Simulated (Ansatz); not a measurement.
Question: Name a neutral molecule of C, Cl, Ga and H with LUMO energy (B3LYP/def2-TZVPP) between -1.95 and -1.65 eV and LUMO energy (PBE0/def2-TZVPP) between -1.70 and -1.40 eV (Ansatz, PBE0-D4/def2-TZVP geometry).

Answer: `[CH3][Ga]([Cl])[c]1ccccc1` (-1.66 eV, -1.45 eV). Other molecules can fit too; these were computed, each in one conformer that needn't be the lowest.

B3LYP here is the variant with VWN-RPA as its local correlation; programs differ in this.
